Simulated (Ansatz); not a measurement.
Mulliken charges of `O=C[Te][SiH2][AlH2]` from PBE/def2-TZVPP in Ansatz (PBE0-D4/def2-TZVP geometry).

| atom | x (Å) | y (Å) | z (Å) | charge (e) |
| --- | --- | --- | --- | --- |
| O1 | 1.364 | -0.258 | 2.874 | -0.144 |
| C2 | 0.713 | -0.324 | 1.890 | 0.057 |
| Te3 | 1.594 | -0.594 | -0.094 | 0.053 |
| Si4 | -0.750 | -0.890 | -1.209 | -0.035 |
| Al5 | -0.234 | 1.441 | -0.938 | 0.273 |
| H6 | -0.390 | -0.252 | 1.864 | 0.095 |
| H7 | -0.411 | -1.699 | -2.411 | -0.026 |
| H8 | -1.479 | -1.759 | -0.242 | -0.029 |
| H9 | -0.723 | 2.073 | 0.433 | -0.126 |
| H10 | 0.400 | 2.211 | -2.164 | -0.118 |

**Question.** By hand: the dipole of these point charges (1 e Å = 4.8032 D).

**Answer.** Σ q r = (-0.048, -0.039, -0.077) e Å, of length 0.099 e Å = 0.48 D.

**Question.** How does the dipole of the full density compare? (Estimate.)

**Answer.** The calculation gave: (-0.211, -0.216, -0.202) e Å, 1.74 D; the point charges give 0.28 times that, at 18° from its direction.

Point charges leave out the atoms' own dipoles, such as those of lone pairs, and Mulliken's split depends on the basis, so the two needn't agree.
